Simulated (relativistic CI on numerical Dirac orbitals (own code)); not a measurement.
## Hyperfine structure of W XXII, mass number 183

Method of calculation: Dirac-Coulomb-Breit CI, KLI orbitals optimised for each configuration, model QED (radiative potential, 1s self-energy scaled to tabulated hydrogen-like ionisation energies), unscaled Slater integrals (own radial code, finite nucleus).

Configurations in the expansion (outside the closed core [Ar] 3d10 4p6 4d10): 4s2 4f7, 4s2 4f6 5s, 4s2 4f5 5s2, 4s2 4f6 6s, 4f9. Levels of other configurations are missing.

Nuclear spin I = 1/2, μ = 0.11739 μN (tables of Stone and Pyykkö). The electronic factors are computed for point nuclear moments, without core polarisation or the Bohr-Weisskopf and QED corrections.

```tsv
Level	E (cm⁻¹)	A (MHz)
4s2 4f7 6P°_5/2	69822.2	233
4s2 4f7 6I°_7/2	73814.6	693.3
4s2 4f7 6P°_3/2	73879.4	-230.6
4s2 4f7 6I°_9/2	77007.8	579.4
4s2 4f7 6I°_17/2	77596.7	478.1
4s2 4f7 6I°_11/2	79654.9	518.4
4s2 4f7 6I°_15/2	80731.1	469.3
4s2 4f7 6I°_13/2	80873.3	484.2
```

Levels with J = 0, under 50 % of one LS term, or S terms without an open s electron are left out. Small factors come from cancelling terms and can be off by tens of per cent or more.

At this charge energies of transitions that change n are usually good to better than 1 %, and those within a shell (Δn = 0) to a few per cent. Terms inside the open d or f shell come out 10 to 20 % too wide with unscaled integrals.

(1) Give the hyperfine levels of 4s2 4f7 6P°_5/2 relative to its centre of gravity.

## Answers

(1) With K = F(F + 1) − I(I + 1) − J(J + 1), E = AK/2: F = 2: -407.7, F = 3: 291.2 MHz.

LS names give the leading component of a level, which can be under half, so a name can repeat, a term be missing and a line seem to break the LS rules.
